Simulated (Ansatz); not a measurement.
CHN, triplet, geometry from GFN2-xTB (a higher spin typed on purpose: for a closed-shell molecule this is an excited state); WB97M-V/6-31G* (Ansatz, an electronic-structure program).

The Ansatz input:
Ansatz 0.2 input:
```yaml
crystal:
  periodic: [false, false, false]
  atoms:
    - {symbol: C, position_ang: [-0.45270886, 0.35757152, -0.08821317]}
    - {symbol: N, position_ang: [0.58114433, -0.25990983, 0.07503626]}
    - {symbol: H, position_ang: [-1.35175721, -0.32606026, 0.00402514]}
basis:
  gaussian:
    orbitals: 6-31G*
hamiltonian:
  xc: {name: wB97M-V}
magnetization: {spin_polarized: true, initial_magnetization: 2}
```

Task: Write the output that Ansatz gives for this input, abridged.

Result: 
```
Functional definition: wB97M-V
315 factors; integrals over basis functions are off by at most 6.9e-4 eV
73 factors; integrals over basis functions are off by at most 1.3e-5 eV
mean field evaluation 1: about -2535.1067 eV, gradient 1.4e1 eV
mean field evaluation 2: about -2535.0495 eV, gradient 1.6e1 eV
mean field evaluation 4: about -2536.1666 eV, gradient 9.0e-1 eV
mean field evaluation 8: about -2536.2301 eV, gradient 1.6e-1 eV
mean field evaluation 16: about -2536.2319 eV, gradient 4.1e-4 eV
mean field -2536.23186162 eV, -93.2048017948 hartree, gradient 1.7e-5 eV, S^2 2.002157; 1 other end points of the search recorded, 0 dependent functions left out
reference -2536.23187767 eV, -93.2048023848 hartree; 8, 6 occupied and 24, 26 virtual orbitals, 315 factors
Total energy: -2536.23187767 eV, -93.2048023848 hartree
```
